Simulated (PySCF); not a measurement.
Point-charge models of `C=CN(C)N(C=C)CCC` against its computed dipole.

Coordinates (GFN2-xTB, Å) and charges (e) from the PBE0/pcSseg-1 density (PySCF):

```
atom       x       y       z  Mulliken      IAO  Hirshfeld  ESP-fitted
  C1   2.666   1.283  -0.957   -0.2539  -0.4352    -0.1646     -0.6900
  C2   1.504   0.681  -0.726   +0.0824  -0.0414    -0.0033     +0.0251
  N3   1.060   0.193   0.484   -0.4675  -0.1026    -0.0029     +0.0615
  C4   1.986   0.046   1.584   -0.0463  -0.3110    -0.0688     -0.4465
  N5  -0.021  -0.679   0.503   -0.4608  -0.1046    -0.0076     -0.0619
  C6   0.026  -1.875  -0.182   +0.0559  -0.0531    -0.0101     -0.0521
  C7   1.089  -2.407  -0.775   -0.2357  -0.4293    -0.1693     -0.6476
  C8  -1.294  -0.081   0.842   +0.0572  -0.1459    -0.0235     -0.2990
  C9  -1.982   0.632  -0.330   -0.3087  -0.2633    -0.0746     +0.3323
 C10  -3.351   1.165   0.073   -0.2667  -0.4194    -0.1156     -0.4327
 H11   3.420   1.414  -0.204   +0.1060  +0.1408    +0.0318     +0.2338
 H12   2.885   1.679  -1.932   +0.1126  +0.1544    +0.0383     +0.2281
 H13   0.779   0.568  -1.520   +0.1159  +0.1568    +0.0477     +0.1425
 H14   1.453  -0.397   2.423   +0.1248  +0.1615    +0.0482     +0.1720
 H15   2.840  -0.592   1.330   +0.1104  +0.1322    +0.0384     +0.1611
 H16   2.357   1.028   1.880   +0.1205  +0.1469    +0.0447     +0.1566
 H17  -0.916  -2.407  -0.158   +0.0913  +0.1482    +0.0517     +0.1823
 H18   1.028  -3.375  -1.236   +0.1115  +0.1528    +0.0367     +0.2126
 H19   2.039  -1.907  -0.826   +0.1322  +0.1490    +0.0270     +0.2484
 H20  -1.115   0.636   1.648   +0.1150  +0.1435    +0.0404     +0.1196
 H21  -1.950  -0.868   1.224   +0.1101  +0.1332    +0.0418     +0.1098
 H22  -1.353   1.459  -0.665   +0.1371  +0.1364    +0.0361     -0.0326
 H23  -2.089  -0.072  -1.159   +0.1203  +0.1314    +0.0343     -0.0286
 H24  -3.257   1.886   0.882   +0.1097  +0.1374    +0.0403     +0.1062
 H25  -3.832   1.656  -0.769   +0.1197  +0.1460    +0.0436     +0.0967
 H26  -3.994   0.354   0.410   +0.1067  +0.1349    +0.0386     +0.1024
```

What dipole does each set of charges give (1 e·Å = 4.803 D), and what does the density give?

The full density gives (-1.52, 0.23, 1.04) D, 1.85 D in size; dipole vectors point from the negative to the positive end.

| scheme | μx | μy | μz | size (D) | share of the full size (%) | angle to the full dipole (°) |
| --- | --- | --- | --- | --- | --- | --- |
| Mulliken | -0.57 | 0.39 | 0.46 | 0.83 | 45 | 21 |
| IAO | -1.89 | 0.26 | 1.40 | 2.36 | 128 | 2 |
| Hirshfeld | -1.52 | 0.37 | 1.30 | 2.03 | 110 | 7 |
| ESP-fitted | -1.52 | 0.22 | 1.07 | 1.87 | 101 | 1 |

Which set comes closest?

Length of the difference vector: ESP-fitted 0.04 D, Hirshfeld 0.30 D, IAO 0.52 D, Mulliken 1.12 D. Closest: ESP-fitted. 

What is left for the Hirshfeld atoms' own dipoles?

The shares of the density sum to the whole, so what Σ q r misses lies in dipoles about the nuclei. The atomic dipoles sum to (-1.52, 0.23, 1.04) − (-1.52, 0.37, 1.30) = (0.00, -0.14, -0.26) D, 0.30 D in size.

With the origin at the mean of the coordinates, (-0.001, 0.001, 0.071) Å, which are the largest single terms, by size, of the Mulliken dipole along the direction of the full one?

C10 -3.70, C1 +3.18, C9 -2.19, C7 +1.88, H26 +1.80 D; all 26 atoms together +0.77 D. The single terms depend on the origin, their sum doesn't.

Give the size of the full dipole in other units.

1.85 D = 0.728 au = 0.385 e·Å = 6.17 × 10⁻³⁰ C·m.

One conformer (not necessarily the lowest) at the GFN2-xTB geometry, without solvent, vibrations or thermal averaging.

These values come from a run that also computed NMR shieldings. Hardware: one thread, Arm Neoverse N1 (aarch64), no GPU, on a shared host. Cost: 2.0 min wall (with the writing of density and orbital grids), 1.1 GiB resident at most.
